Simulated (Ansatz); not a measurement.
CH7NO2Si can be A, `OC(O)N[SiH3]`, or B, `NC[SiH](O)O`.

Isolated molecules relaxed with PBE0-D4/def2-TZVP in Ansatz; ΔE leaves out vibrations. CCSD(T)/CBS adds triple-zeta CCSD(T) − MP2 to the extrapolated MP2 energy (def2 sets, frozen cores). DFT in def2-TZVPP. One conformer a species, not always the lowest.

**Question.** Which is lower in electronic energy at CCSD(T)/CBS, and by how much? (An estimate is asked.)

**Answer.** The calculation gave: B, by 244.7 kJ/mol.

**Question.** Give E(B) − E(A) in kJ/mol with PBE0-D4, PBE-D4, HF/def2-TZVPP, B2PLYP, MP2/def2-TZVPP, r2SCAN-D4, ωB97M-V. (Estimate.)

**Answer.** Computed: PBE0-D4 -230.1, PBE-D4 -225.9, HF/def2-TZVPP -229.1, B2PLYP -239.9, MP2/def2-TZVPP -248.0, r2SCAN-D4 -236.7, ωB97M-V -238.1. None reverses the order clearly.

Largest T1 diagnostic: 0.011.

In def2-TZVPP, CCSD(T) changes the Hartree–Fock value by −7.6 kJ/mol (the triples alone add +1.0 kJ/mol) and MP2 by −18.9 kJ/mol. From PBE to PBE0 (25 % exact exchange), in def2-TZVPP and without D4, E(B) − E(A) moves by −4.3 kJ/mol.
